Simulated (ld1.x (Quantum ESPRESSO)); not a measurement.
What one change does to a pseudopotential (As (Z = 33), TM)

ld1.x (Quantum ESPRESSO) 7.5 input, shortened:

```
&input
   title='As', zed=33., rel=1, dft='PZ', iswitch=3,
   config='[Ar] 3d10 4s2 4p1'
 /
 &inputp
   pseudotype=2, tm=.true., lloc=-1, rcloc=1.55,
   nlcc=.true., rcore=0.75
 /
2
4S  1  0   2.00   0.00  1.45  1.45  0.0
4P  2  1   1.00   0.00  1.75  1.75  0.0
 &test
   configts(1)='4s2 4p1'
 /
```

Change: functional BP86.

Cutoffs: the cutoffs (Ry, on a coarse ladder) from which the occupation-weighted sum of valence levels, in a spherical-Bessel basis at the reference potential, stays within 10 and 1 mRy of its value at 400 Ry; they do not see the model core or the augmentation charge, which bear on the density cutoff. Errors are all-electron minus pseudo energies relative to the spin-unpolarised reference configuration.

**Question.** How do hardness, ghosts and transferability respond?

**Answer.** The potential gets neither clearly harder nor softer (35 Ry and 50 Ry → 35 Ry and 50 Ry); the number of tests with a reliable result goes from 9 to 7; of the 7 tests that both files solve, the error grows in 3 and shrinks in 1 by more than 15 % and 0.3 meV (median size 0.6 → 1.0 meV); neither file shows a bound ghost.

```tsv
quantity	base	changed
cutoff, loose	35 Ry	35 Ry
cutoff, tight	50 Ry	50 Ry
bound ghosts	none	none
error for 4s2 4p3, meV [ΔE -27.49 → -27.36 eV]	+0.4	-0.6
error for 4s2 4p2, meV [ΔE -18.16 → -18.08 eV]	-0.4	-0.9
error for 4s2 4p0, meV [ΔE 28.04 → 27.88 eV]	-18	-19
error for 4s2 4p3.3, meV [ΔE -28.77 → -28.63 eV]	+1.4	+0.4
error for 4s1 4p3, meV [ΔE -8.00 → -7.95 eV]	+0.4	-1.0
error for 4s2 4p2.5, meV [ΔE -23.85 → -23.74 eV]	-0.6	-1.3
error for 4s1 4p0, meV [ΔE 79.15 → 78.73 eV]	-162	-175
s: phases at 1.91 bohr within 0.05 rad from the reference energy up to (Ry; the scan ends near 5)	0.0	0.2
p: phases at 1.91 bohr within 0.05 rad from the reference energy up to (Ry; the scan ends near 5)	2.4	2.5
```
